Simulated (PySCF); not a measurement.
# How methods differ on the ionisation energy of N²⁺

N²⁺ [He] 2s2 2p1 (2P) → N³⁺ [He] 2s2 (1S), as a difference of total energies. All numbers are calculated (PySCF 2.14, no relativity, point nucleus, in aug-cc-pVDZ). Correlated levels: valence: 1s2 frozen. The calculations carry no spin-orbit coupling.

```json
{"method": "UHF", "ionisation energy (eV)": "47.313"}
{"method": "TPSS", "ionisation energy (eV)": "48.256"}
{"method": "PBE0", "ionisation energy (eV)": "48.041"}
{"method": "MP2 (valence)", "ionisation energy (eV)": "47.307"}
{"method": "SCS-MP2 (valence)", "ionisation energy (eV)": "47.250"}
{"method": "CCSD (valence)", "ionisation energy (eV)": "47.039"}
{"method": "CCSD(T) (valence)", "ionisation energy (eV)": "47.054"}
```

Problem. How much does correlation contribute at CCSD(T) (valence)?

Solution. 47.054 − (47.313) = -0.259 eV, measured against UHF.

Errors of the correlated levels include the incompleteness of this basis and the frozen core.

The coupled-cluster amplitudes are large for N³⁺ (T1 above 0.03 or a double amplitude above 0.15), so a single reference is strained.

For comparison: 47.445 eV (semi-empirical (NIST evaluation); NIST Atomic Spectra Database, ionization energies).
